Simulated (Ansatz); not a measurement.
The cluster B₄H⁺. Total charge 1; triplet. Geometry r2SCAN-D4/def2-TZVP; atoms count from 1.

```xyz
5

B    -0.370   -0.216    1.863
B     0.556    0.350    0.700
B     0.175    0.102   -0.880
B    -0.763   -0.471    0.343
H     0.402    0.235   -2.026
```

The structure comes from a short search, and lower isomers may exist.

Problem. Estimate the Mulliken populations from the PBE0/def2-TZVP orbitals of Ansatz.

Solution. 
| atom | charge (e) | spin (α − β) |
| --- | --- | --- |
| B1 | 0.31 | 0.98 |
| B2 | 0.14 | 0.36 |
| B3 | 0.20 | 0.29 |
| B4 | 0.14 | 0.36 |
| H5 | 0.21 | 0.01 |
Mulliken values depend strongly on the basis.

Problem. Where does the spin sit?

Solution. Summed by element: B 1.99, H 0.01, of 2 unpaired in all. Largest on single atoms: B1 0.98, B4 0.36, B2 0.36.

Problem. And the Mayer bond orders between heavy atoms (over 0.3)?

Solution. B1–B2 1.23 (1.59 Å); B1–B4 1.23 (1.59 Å); B2–B3 1.00 (1.64 Å); B2–B4 1.12 (1.60 Å); B3–B4 1.00 (1.64 Å).
